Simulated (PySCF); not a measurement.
C4HF5.
InChI=1S/C4HF5/c1-2-3(5,6)4(7,8)9/h1H

Torsions of this conformer, `[CH:1]#[C:2][C:3]([F:4])([F:5])[C:6]([F:7])([F:8])[F:9]`: C2–C3–C6–F7 -59°.

The closed-shell ground state was solved at several levels (PySCF, density fitting, gas phase, non-relativistic). Isolated species at its PBE0-D3(BJ)/def2-SVP geometry, gas phase.

| level | basis functions | HOMO (eV) | LUMO (eV) | gap (eV) | dipole (D) |
| --- | --- | --- | --- | --- | --- |
| B3LYP/def2-SVPD | 203 | -9.14 | -0.92 | 8.22 | 2.47 |
| PBE0/pcSseg-1 | 158 | -9.34 | -0.50 | 8.84 | 2.41 |
| B3LYP/pcJ-1 | 253 | -9.08 | -0.74 | 8.34 | 2.40 |

Task: What might HF/pcSseg-2 (338 basis functions) give for the same quantities?

Result: HOMO -12.19 eV, LUMO 2.53 eV, gap 14.72 eV, dipole 2.70 D.

Task: Over all these levels, which gives the widest orbital gap and which the narrowest?

Result: HF/pcSseg-2 (Hartree–Fock, all exact exchange) has the widest, 14.72 eV, and B3LYP/def2-SVPD (global hybrid, 20 % exact exchange) the narrowest, 8.22 eV. Functional and basis both differ between the two, so the spread mixes both effects. The HOMO need not be the same orbital at Hartree–Fock and at DFT levels.

Task: How far do the dipole and the HOMO energy spread over the levels?

Result: The dipole runs from 2.40 to 2.70 D (mean 2.50 D) and the HOMO from -12.19 to -9.08 eV.
